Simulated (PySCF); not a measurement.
Level of theory: PBE0/[Zr def2-TZVP with ECP28, O def2-TZVP, F def2-TZVP], scalar-relativistic core potentials, density fitting, no spin–orbit coupling, PySCF. Open shells, if any, are unrestricted.

**Question.** What shape and geometry does isolated doublet ZrOF take (every ligand bound to Zr)?

**Answer.** Formally Zr is in oxidation state +3, d1, with 1 unpaired electron. The Mulliken spin on Zr is 1.07. The polar-tensor charge on Zr, 1.61, is far below the formal one. The lowest minimum found is a doublet of Cs symmetry with Zr–F 1.908 Å, Zr–O 1.725 Å; F–Zr–O 108.1°. Its harmonic wavenumbers are 233 (a'), 653 (a'), 993 (a') cm⁻¹ and its dipole moment is 4.58 D.

Other isomers or separated fragments may lie lower. With open d or f shells other occupations or spin states may lie lower.
